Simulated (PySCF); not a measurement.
**Trend along group 12: MH molecules**

CCSD(T) with triple-zeta basis sets in PySCF, for the lowest determinant that a PBE0 search found; no spin–orbit coupling. De refers to high-spin ground-configuration atoms.

```
 M         basis  reference, frozen orbitals  state (unpaired electrons)  Re (Å)  ωe (cm⁻¹)  De (eV)
Zn  x2c-TZVPPall                      UHF, 5               doublet (σ ↑)   1.586       1597     0.92
Cd  x2c-TZVPPall                     UHF, 14               doublet (σ ↑)   1.746       1457     0.78
Hg    def2-TZVPP                      UHF, 0               doublet (σ ↑)   1.745       1374     0.39
```

The shortest bond is that of ZnH (1.586 Å), the longest that of CdH (1.746 Å).

The rows differ in basis set, which adds steps of its own.

Down a group the atoms grow and get heavier, so bonds lengthen and wavenumbers fall; this series shows no clear exception.

Correlated steps freeze the inner cores (0 to 14 orbitals); shallow outer-core shells are correlated. Weak bonds: HgH. Basis-set superposition, not corrected here, can be much of De in a small basis, most of all at correlated wavefunction levels. Spin–orbit coupling is left out. States were picked by a PBE0 search and need not be the measured ground states.
